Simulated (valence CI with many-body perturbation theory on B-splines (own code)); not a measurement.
**Which ion has this spectrum?**

A relativistic CI+MBPT calculation for an atom or ion with 7 electrons gives these levels (× 10³ cm⁻¹):

```
  J  Parity       E     g
3/2     odd    0.00  1.32
3/2     odd  8637.9  1.44
5/2     odd  8822.4  1.17
1/2     odd  9208.9  0.62
5/2    even   11199  1.45
1/2    even   11992  2.01
3/2    even   12003  1.17
3/2     odd   17865  1.29
3/2    even   20045  1.58
5/2    even   20367  1.28
1/2    even   20842  1.35
3/2    even   20914  1.01
3/2     odd   23741  1.30
1/2    even   29622  1.87
```

The energies are calculated, and their last digits are not significant.

Task: Which is it?
A. Yb63+
B. Ta66+
C. Er61+
D. Hf65+

Result: A. Yb63+, ground level (2s^2 2p1/2^2 2p3/2) J=3/2.
